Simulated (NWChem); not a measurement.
Species: VNH₂OF₂; SMILES [NH]=[V]([OH])([F])[F]

```xyz
7

V      0.0154    -0.0099     0.0000
N     -0.2107    -1.5827     0.0000
H     -0.2373    -2.6016     0.0000
F      0.8923     0.4195    -1.4162
F      0.8923     0.4195     1.4162
O     -1.5409     0.7598     0.0000
H     -2.3762     0.2784     0.0000
```
Atoms are numbered in this order, from 1.

Computed with NWChem. Coordinates come from a PBE0/def2-SVP optimisation.

Taking PBE/def2-TZVPP as the yardstick, which of these has the fewest basis functions while keeping “highest occupied level (eV)” within 0.1 eV of it: PBE/def2-TZVP; PBE/def2-SVP; PBE/def2-SVPD?

PBE/def2-TZVP.
| level | basis functions | highest occupied level (eV) |
|---|---|---|
| PBE/def2-SVP | 97 | -7.19 |
| PBE/def2-SVPD | 139 | -7.66 |
| PBE/def2-TZVP | 181 | -7.51 |
| PBE/def2-TZVPP | 216 | -7.51 |

The yardstick is one finite set, not the basis-set limit.
